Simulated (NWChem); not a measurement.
Molecule: SiI₂ClF; SMILES F[Si](Cl)(I)I

```xyz
5

F      1.1021     1.9347     0.0000
Si     0.7036     0.3576     0.0000
Cl     2.4576    -0.7168     0.0000
I     -0.5806    -0.0965    -2.0223
I     -0.5806    -0.0965     2.0223
```
Atoms are numbered in this order, from 1.

All runs: NWChem. Medium grid unless said otherwise, to which SCAN and Minnesota functionals are sensitive. Structure relaxed at the PBE-D3(BJ)/def2-SVP level. def2 effective core potentials on I; no spin-orbit coupling. B3LYP is NWChem's, with the RPA form of VWN correlation.

### Question
Order these by “orbital gap (eV)”, lowest first: LRC-wPBEh/def2-SVP; TPSS/def2-SVP; LC-wPBE (HJS exchange hole, range parameter 0.4 per bohr)/def2-SVP; PBE0/def2-SVP; M06-2X/def2-SVP.

### Answer
TPSS/def2-SVP (4.20), PBE0/def2-SVP (5.92), M06-2X/def2-SVP (7.78), LRC-wPBEh/def2-SVP (9.34), LC-wPBE (HJS exchange hole, range parameter 0.4 per bohr)/def2-SVP (10.67)
